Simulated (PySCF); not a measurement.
Mo(NMe)(F)3(OH) (CH4F3MoNO), SMILES C[N]=[Mo]([OH])([F])([F])[F], multiplicity 1. Atoms are numbered in the order given.

```xyz
11

Mo    -0.0408     0.1952     0.1762
N      0.3424    -0.9721    -0.9820
C      0.5499    -2.0214    -1.9159
H      1.6290    -2.2151    -2.0372
H      0.0610    -2.9427    -1.5573
H      0.1204    -1.7467    -2.8943
F      0.9554    -0.3796     1.6586
F     -1.3459     1.2022    -0.7221
F     -1.5059    -0.4722     1.1465
O      1.1753     1.5977    -0.0695
H      1.8704     1.7029    -0.7326
```

Coordinates come from a B3LYP-D3(BJ)/def2-SVP optimisation. The spin state was assumed, not searched. The def2 effective core potentials stand for the cores of Mo; spin–orbit coupling is left out. One conformer was computed; it need not be the lowest.

These are PySCF with B3LYP-D3(BJ)/def2-SVP values and carry that method's errors.

Frequencies are harmonic and unscaled.

A small imaginary wavenumber (i) marks a very flat motion, where grid noise or a shallow saddle decides the sign.

```
mode  ν (cm⁻¹)  IR (km/mol)  moving atoms (share of kinetic energy)
----  --------  -----------  --------------------------------------
1           9i          0.2                                  H 97 %
2           80         19.6          F 34 %, H 32 %, C 24 %, Mo 9 %
3          100          0.9                                  F 85 %
4          111          3.7          O 31 %, C 26 %, H 20 %, F 14 %
5          145         26.8                          H 74 %, F 11 %
6          241         10.9                          F 77 %, Mo 9 %
7          256          4.1                 F 48 %, Mo 20 %, O 17 %
8          262         26.8                   F 48 %, O 33 %, N 8 %
9          336         47.8                  N 49 %, H 19 %, F 19 %
10         337          9.4                  F 62 %, O 21 %, N 11 %
11         403         38.0                  N 57 %, H 15 %, F 14 %
12         561        143.3                          H 54 %, O 32 %
13         597         47.4                          F 86 %, H 10 %
14         659         39.3           F 44 %, C 32 %, Mo 9 %, H 8 %
15         689        273.8                         F 70 %, Mo 29 %
16         699        102.9                 F 43 %, Mo 25 %, C 21 %
17         745        125.5                 O 60 %, Mo 20 %, H 16 %
18        1087          0.4                          H 73 %, C 19 %
19        1089          0.3                          H 73 %, C 19 %
20        1382         93.9                  H 38 %, N 30 %, C 30 %
21        1436         12.2                                  H 97 %
22        1437         13.4                                  H 96 %
23        1444         33.7                          H 49 %, N 49 %
24        3010         10.1                                  H 98 %
25        3103          2.5                          H 90 %, C 10 %
26        3106          1.6                          H 90 %, C 10 %
27        3856        224.3                                  H 94 %
```
